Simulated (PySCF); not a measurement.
CH₃FMgS, SMILES C[S][Mg][F]. Heavy atoms are numbered as in [Mg:1]([F:2])[S:3][CH3:4]. Hydrogens are named by the atom that carries them.

Geometry: PBE0-D3(BJ)/def2-SVP. The values are those of a single conformer.

These are KT2/pcSseg-2 (PySCF) values and carry that method's errors.

GIAO shieldings, no solvent; atoms alike by connectivity are averaged. δ = σ(ref) − σ: ¹⁹F against CFCl3 (σ = 125.1 ppm); ³³S against H2S (σ = 720.7 ppm); ¹³C against TMS (σ = 184.2 ppm); ¹H against TMS (σ = 31.47 ppm), references at their B3LYP-D3(BJ)/def2-TZVP geometries, non-relativistic.

**Question.** Estimate the chemical shifts. (An estimate is asked for; the answer gives what the named calculation found.)

**Answer.** 
```
nucleus     atoms  count  δ (ppm)
-------  --------  -----  -------
¹⁹F            F2      1   -263.6
³³S            S3      1    -12.8
¹³C      C4 (CH3)      1     11.7
¹H        H on C4      3     2.51
```
